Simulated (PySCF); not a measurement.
Gas-phase reaction: 4 GaCl2 + O2 → 2 Ga2O + 4 Cl2

Computed with PySCF and rigid-rotor harmonic-oscillator thermochemistry at 1 bar. † marks an energy on the PBE0/def2-TZVP geometry and frequencies; other levels use their own. CCSD(T) freezes the core. 6-31G* has spherical d functions here. Open shells (unrestricted): GaCl2 (multiplicity 2), O2 (multiplicity 3); the rest are closed-shell singlets. B3LYP is the form with VWN-RPA correlation. Ga: all electrons, no relativistic terms. GaCl2: computed as isolated molecules; such fragments, hydroxides, amides, oligomers or adducts are transient or little studied in the gas. CCSD(T) isn't extrapolated to the basis-set limit.

| level | ΔH°(298 K), kJ |
|---|---|
| B3LYP/def2-TZVP† | [?] |
| CCSD(T)/def2-SVP† | 578 |
| HF/6-31G* | 847 |
| HF/def2-TZVP† | [?] |
| M06-2X/def2-TZVP† | 533 |
| PBE0/def2-TZVP | 530 |
| LDA/def2-TZVP† | [?] |
| ωB97X-V/def2-TZVP† | [?] |

Question: Complete the blanks.

Answer: 
- B3LYP/def2-TZVP†, ΔH°(298 K), kJ: 432
- HF/def2-TZVP†, ΔH°(298 K), kJ: 777
- LDA/def2-TZVP†, ΔH°(298 K), kJ: 416
- ωB97X-V/def2-TZVP†, ΔH°(298 K), kJ: 500
